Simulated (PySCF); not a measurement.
B2O3, SMILES O=BOB=O. Atoms are numbered in the order given.

```xyz
5

O      0.0000     0.0000    -2.5158
B      0.0000     0.0000    -1.3102
O      0.0000     0.0000     0.0000
B      0.0000     0.0000     1.3102
O      0.0000     0.0000     2.5158
```

Geometry optimised at PBE0-D3(BJ)/def2-SVP. The values are those of a single conformer.

Level of theory: B3LYP/pcJ-1 (PySCF).

Isotropic couplings with Fermi-contact, spin-dipole and both spin-orbit terms, one fixed conformer, no vibrational averaging. Isotopes: 11B.

Computed spin–spin coupling constants:
| pair | bonds apart | J (Hz) |
|---|---|---|
| B2–B4 | 2 | 29.3 |
